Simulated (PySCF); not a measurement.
Structure from NMR data

An unknown has the formula C2H4BF3. Its calculated NMR data are:

¹H NMR (400 MHz, computed): δ 7.79 (br, 2H), 2.40 (qt, J = 12.4, 2.0 Hz, 2H).

¹³C{¹H} NMR (computed): δ 132.5 (q, J = 339.2 Hz), 40.2 (q, J = 33.8 Hz).

PySCF calculation with shielding tensors at PBE0/pcSseg-1 (GIAO), PBE0-D3(BJ)/def2-SVP structure and J: B3LYP/pcJ-1 (spin–dipole term only in couplings to heteroatoms); no solvent, a single conformation, fast rotation and ring inversion assumed for equivalent nuclei, no relativistic terms.

δ = σ(ref) − σ, references computed at the same level: ¹H (σ = 31.27 ppm), ¹³C (σ = 184.41 ppm) vs TMS.

Question: Propose a structure and justify it.

Answer: 
1. 2 carbon signals for 2 carbons: no two carbons are equivalent.
2. Carbon types of the structure: 1 × C, 1 × CH2, leaving 2 H on heteroatoms.
3. δC 132.5: CF3 carbon; 3 electronegative neighbours deshield it.
4. δC 40.2: sp3 CH2 bonded to B.
5. δH 7.79: hydrogen on a boron bonded to C.
6. δH 2.40: hydrogen on an sp3 CH2 bonded to B.

These data were computed for SMILES BCC(F)(F)F.

This is the structure that produced the data.

Hydrogens on boron are broadened and split by ¹¹B (spin 3/2, 80 %) and 10B (spin 3). A carbon bonded to boron is broadened by the quadrupolar boron nucleus and is often missing from a measured spectrum. Common functionals overestimate the size of one-bond C–F couplings by tens of Hz; these are unscaled. Splittings below 1 Hz are ignored in the labels, and close J values are merged. Shifts are as computed. Against solution values, carbons near 30 ppm lie about +2 ppm off and those near 130 ppm about +5 ppm. Of 1211 compounds with measured shifts, 218 miss one by over three times the rms of a fit or turn the order of signals round; such compounds aren't used in these exercises. Only one conformer was computed, so three-bond couplings in flexible chains and rings are approximate.
